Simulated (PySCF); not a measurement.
Calculation: B3LYP-D3(BJ)/def2-TZVP (PySCF). Gas-phase values, no solvent. B3LYP has the VWN-RPA correlation part, as in Gaussian. Delta-SCF ions had no search for a lower state. 

Reference species (SMILES): `C=[si]1cn1` (neutral, multiplicity 1).

```
Item                                       Value
--------------------------------------  --------
HOMO                                    -6.36 eV
LUMO                                    -1.73 eV
vertical ionisation energy (Delta-SCF)   8.70 eV
```

Changed species: `c1[si](c1)=N`.

Task: What does the change do to the HOMO, LUMO and vertical ionisation energy (Delta-SCF)?

Result: the HOMO falls by 0.70 eV, to -7.06 eV; the LUMO rises by 0.43 eV, to -1.30 eV; the vertical ionisation energy (Delta-SCF) increases by 0.77 eV, to 9.47 eV.
